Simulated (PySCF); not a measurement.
PBE on Ag⁻ (silver, charge -1), [Kr] 4d10 5s2, closed-shell 1S. Computed with PySCF 2.14 in aug-cc-pwCVTZ-PP with ECP28MDF (8s8p7d4f3g, 122 functions), with scalar relativity through the core potential.

```
cycle= 1 E= -146.971595879145  delta_E= -0.0176  |g|= 0.182  |ddm|= 0.612
cycle= 2 E= -146.947672568192  delta_E= 0.0239  |g|= 0.35  |ddm|= 0.251
cycle= 3 E= -146.979308297376  delta_E= -0.0316  |g|= 0.0222  |ddm|= 0.305
cycle= 4 E= -146.979741640721  delta_E= -0.000433  |g|= 0.00767  |ddm|= 0.13
cycle= 5 E= -146.979766891406  delta_E= -2.53e-05  |g|= 0.000133  |ddm|= 0.0152
cycle= 6 E= -146.97976689934  delta_E= -7.93e-09  |g|= 4.1e-06  |ddm|= 0.0012
cycle= 7 E= -146.979766899349  delta_E= -8.7e-12  |g|= 1.4e-07  |ddm|= 4.14e-05
converged SCF energy = -146.979766899349  <S^2> = -7.1054274e-15  2S+1 = 1
```

Highest occupied orbital energy: 0.939 eV; ⟨L²⟩ = 0.00; populations by l: s 4.00, p 6.00, d 10.00, f 0.00.

Can this result be used?

With care. Self-consistency was reached. Energies and moments cover only the electrons outside the core potential. At PBE the highest occupied level has a positive energy, so only the finite basis holds that electron; in a semilocal or global hybrid functional this comes from self-interaction and does not mean that the real anion is unbound.
